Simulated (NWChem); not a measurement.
# 1,2,4-triazole (C₂H₃N₃); SMILES c1nc[nH]n1

Results from NWChem. Geometry: optimised at PBE-D3(BJ)/def2-SVP. Level SCAN/def2-SVP: energy and gradient on several grids; changes count from the extra-fine grid, which is no exact limit either.

```
grid     size of the energy change (μHa)  largest change of a gradient component (μHa/bohr)  time, medium = 1 (rough)
-------  -------------------------------  -------------------------------------------------  ------------------------
xcoarse                            10000                                               5000                   about 1
coarse                               700                                               2000                   about 1
medium                              2000                                               2000                   about 1
fine                                2000                                                600                   about 1
xfine                               < 10                                               < 30                         3
```
